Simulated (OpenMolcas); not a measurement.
## Pt2+ in MgO: curves along the breathing mode

Pt2+ with its 6 nearest oxide ions, on the Mg site of MgO (a = 4.2112 Å, distance in the model lattice 2.106 Å). The rest of the host is ab initio model potentials to 7.6 Å, with orthogonalisation functions on the cations behind the ligands, and point charges beyond; the distance is set by hand and nothing relaxes. Ligand basis ANO-RCC-VDZP.

```yaml
Program: OpenMolcas 26.06
Method: "SS-CASPT2, IPEA 0.25 Eh, imaginary shift 0.1 Eh (closed shells correlated: 5s 5p and the ligand valence shells)"
Basis: ANO-RCC-VDZP [7s6p4d2f]
Scalar_Hamiltonian: DKH2, point nucleus
Active_space: 8 electrons in 5 orbitals (5d)
State_averaging: 2S+1 = 3 even, 10 roots; 2S+1 = 1 even, 15 roots
Spin-orbit_coupling: state interaction with AMFI integrals over the reference wave functions
```

Spin-free energies (labels of O, the rotations of Oh) in cm-1 above the lowest fitted minimum, as all ligands move together:

```tsv
R (Å)	3A2	1E	1A1	3T2	3T1	1T1	3T1(2)
2.012	27060	34200	42300	59630	65570	69590	94160
2.059	14980	22050	30230	45500	51670	55450	77980
2.107	6530	13540	21670	34900	41310	44980	65750
2.154	1700	8530	16650	28730	34820	38400	57700
2.201	10	6630	14670	25620	31670	35110	53270
2.249	1320	7680	15610	25760	31710	34830	52240
2.296	5480	11550	19330	28910	34700	37820	54540
```

Cubic fits give the following; the wavenumber is harmonic, with the mass of all moving ligands, small differences in it between states hang on the degree of the fit, a number in brackets counts states of one label, and the table is a selection of at most 14 states with clean curves.

| State | R0 (Å) | Breathing mode (cm-1) | Minimum (cm-1) |
| --- | --- | --- | --- |
| 3A2 | 2.203 | 685 | 0 |
| 1E | 2.207 | 678 | 6600 |
| 1A1 | 2.209 | 674 | 14620 |
| 3T2 | 2.222 | 694 | 25310 |
| 3T1 | 2.224 | 696 | 31290 |
| 1T1 | 2.227 | 695 | 34590 |
| 3T1(2) | 2.239 | 717 | 52200 |
| 1E(2) | 2.242 | 708 | 58230 |
| 1T2(2) | 2.242 | 709 | 58280 |
| 1A1(2) | 2.244 | 702 | 69480 |

The minimum of 3T2 is shifted by +0.0187 Å against 3A2 (from the unrounded fits). With M = 96.0 u for the moving shell, the Huang-Rhys factor in this mode is S = M ω ΔR² / 2ħ = 0.01483 × 96.0 × 685 × 0.0187² = 0.34. Only the first shell moves, against a rigid host.

Roots that are degenerate in the reference are averaged as groups; the widest CASPT2 spread within a group is 650 cm-1 (the 3-fold group of multiplicity 1 near 39300 cm-1 above the lowest state of its run, R = 2.012). Shifts and gaps below about the spread of the groups concerned are not significant. Over all roots computed the reference weight is 0.69 to 0.70 in R = 2.012, 0.69 to 0.70 in R = 2.059, 0.69 to 0.70 in R = 2.107, 0.68 to 0.70 in R = 2.154, 0.68 to 0.70 in R = 2.201, 0.68 to 0.69 in R = 2.249, 0.67 to 0.69 in R = 2.296; a low but even weight reflects the number of correlated electrons. Real 4d8 and 5d8 ions are as a rule square planar and diamagnetic. Ligand-to-metal charge-transfer states are missing. With no ligand orbital active B as a rule stays too high, so bands that hang on it stand too high and its fall with covalency is understated. With one d shell and no ligand orbital active, 10Dq can be off by a tenth or more. The least metal-like active orbital is 75 % on the metal (Löwdin) and no ligand orbital is active, so the numbers are rough (holds for R = 2.012). The least metal-like active orbital is 76 % on the metal (Löwdin) and no ligand orbital is active, so the numbers are rough (holds for R = 2.059). The least metal-like active orbital is 77 % on the metal (Löwdin) and no ligand orbital is active, so the numbers are rough (holds for R = 2.107; R = 2.154; R = 2.296). The least metal-like active orbital is 78 % on the metal (Löwdin) and no ligand orbital is active, so the numbers are rough (holds for R = 2.201; R = 2.249). No measured value stands beside these numbers.
